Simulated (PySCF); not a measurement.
CH2BNO, SMILES BN=C=O. The structure is a stationary point at B3LYP-D3(BJ)/def2-SVP.

The numbers are results of PySCF 2.14.0 with B3LYP-D3(BJ)/def2-SVP, not measurements.

Harmonic wavenumbers (cm⁻¹): 87, 165, 558, 637, 890, 942, 1024, 1244, 1623, 2468, 2568, 2661. Rotational constants (GHz): 226.4, 4.335, 4.254; symmetry number 2.

Question: Work out the zero-point energy and the ideal-gas rigid-rotor harmonic-oscillator thermochemistry at 298.15 K and 1 atm.

Answer: ZPE = ½ Σ hcν = ½ × 14865 cm⁻¹ = 21.25 kcal/mol. H − E(el) = 24.79 kcal/mol. Entropy in cal/(mol K): translation 37.93, rotation 20.49, vibration 7.53, total 65.95. G − E(el) = 5.12 kcal/mol. Cp = 15.41 cal/(mol K). Modes under 150 cm⁻¹ make the vibrational entropy uncertain.
